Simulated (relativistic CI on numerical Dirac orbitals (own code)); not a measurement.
## Hyperfine structure of Eu43+, mass number 151

Method of calculation: Dirac-Coulomb-Breit CI, KLI orbitals optimised for each configuration, model QED, unscaled Slater integrals (own radial code, finite nucleus).

Configurations in the expansion (outside the closed core [Ne]): 3s2 3p6 3d2, 3s2 3p5 3d3, 3s 3p6 3d3, 3s2 3p6 3d 4s, 3s2 3p6 3d 4p, 3s2 3p6 3d 4d, 3s2 3p5 3d2 4s, 3s2 3p6 3d 4f, 3s2 3p5 3d2 4p, 3s2 3p5 3d2 4d, 3p6 3d4, 3p5 3d5, 3p5 3d4 4s, 3p6 3d3 4s, 3p5 3d3 4s2. Double excitations out of closed p, d and f shells are left out; levels of such configurations are missing from the list, as are those of other unlisted configurations, and high levels can miss mixing partners. These lack a partner that the ground configuration has and come out too high: 3s2 3p5 3d2 4p, 3s2 3p5 3d2 4d.

Nuclear spin I = 5/2, μ = 3.4635 μN, Q = 0.903 b (tables of Stone and Pyykkö). The electronic factors are computed for point nuclear moments, without core polarisation or the Bohr-Weisskopf and QED corrections.

```json
{"Level": "3s2 3p6 3d2 3F_2", "E (cm⁻¹)": "0", "A (MHz)": "83280", "B (MHz)": "4340"}
{"Level": "3s2 3p6 3d2 3F_3", "E (cm⁻¹)": "260347", "A (MHz)": "47770", "B (MHz)": "15800"}
{"Level": "3s2 3p6 3d2 1G_4", "E (cm⁻¹)": "348657", "A (MHz)": "49770", "B (MHz)": "64800"}
{"Level": "3s2 3p6 3d2 3P_1", "E (cm⁻¹)": "360718", "A (MHz)": "-2813", "B (MHz)": "15900"}
{"Level": "3s2 3p6 3d2 3F_4", "E (cm⁻¹)": "581052", "A (MHz)": "35430", "B (MHz)": "50200"}
```

Levels with J = 0, under 50 % of one LS term, or S terms without an open s electron are left out. Small factors come from cancelling terms and can be off by tens of per cent or more.

At this charge energies of transitions that change n are usually good to better than 1 %, and those within a shell (Δn = 0) to a few per cent.

(1) Give the hyperfine levels of 3s2 3p6 3d2 3F_2 relative to its centre of gravity.

Results:

(1) With K = F(F + 1) − I(I + 1) − J(J + 1), E = AK/2 + B[¾K(K + 1) − I(I + 1)J(J + 1)]/[2I(2I − 1)J(2J − 1)]: F = 1/2: -579900, F = 3/2: -456900, F = 5/2: -250900, F = 7/2: 39800, F = 9/2: 417500 MHz.

LS names give the leading component of a level, which can be under half, so a name can repeat, a term be missing and a line seem to break the LS rules.
